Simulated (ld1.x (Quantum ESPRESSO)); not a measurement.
## Transferability test, ultrasoft potential for magnesium (Mg)

- Element: magnesium
- Generator: ld1.x (Quantum ESPRESSO) 7.5
- Type: ultrasoft
- Functional: LDA (PZ)
- Relativity: non-relativistic
- Frozen core: [Ne]
- Valence charge: 2
- Reference configuration: 3s1.5 3p0 (charge +0.5)
- Partial waves: 3s (bound): rcut 2.00, rcutus 2.70 bohr; 3s channel at 0.4 Ry: rcut 2.00, rcutus 2.70 bohr; 3p (bound, empty): rcut 1.60, rcutus 2.20 bohr; 3p channel at 0.35 Ry: rcut 1.60, rcutus 2.20 bohr; 3d channel at 0.2 Ry: rc 2.25 bohr
- Local potential: the d channel
- Core correction: a·sin(br)/r model core inside 2.20 bohr
- Augmentation charge: PSQ, inside the norm-conserving radii

Energies are relative to the spin-unpolarised reference configuration 3s1.5 3p0; without spin polarisation the order of configurations can differ from experiment. Spin-polarised rows fill each open shell by Hund’s rule, majority spin first. The frozen-core shift is the all-electron ΔE with the core orbitals held at their reference shape minus the fully relaxed ΔE.

| valence configuration | charge | ΔE all-electron (eV) | error AE − PS (meV) | frozen-core shift (meV) |
| --- | --- | --- | --- | --- |
| 3s2 3p0 | 0 | -3.187 | +1.2 | +1.1 |
| 3s0 3p1 | +1 | 9.242 | +37 | +12 |
| 3s0 3p2 | 0 | 4.046 | +33 | +4.6 |
| 3s1.5 3p0 (spin-polarised) | +0.5 | -0.057 | +4.7 | +0.3 |
| 3s1 3p0 (spin-polarised) | +1 | 4.554 | +32 | +5.0 |

**Question.** What are ΔE and the potential's error for 3s1 3p0?

**Answer.** ΔE = 4.874 eV all-electron; the error (AE − PS) is +3.4 meV.

**Question.** What are ΔE and the potential's error for 3s1 3p1?

**Answer.** ΔE = 0.320 eV all-electron; the error (AE − PS) is +4.4 meV.

Levels in the configuration 3s0 3p1:

```json
{"level": "3p", "all-electron (eV)": "-7.877", "pseudo (eV)": "-7.864"}
```
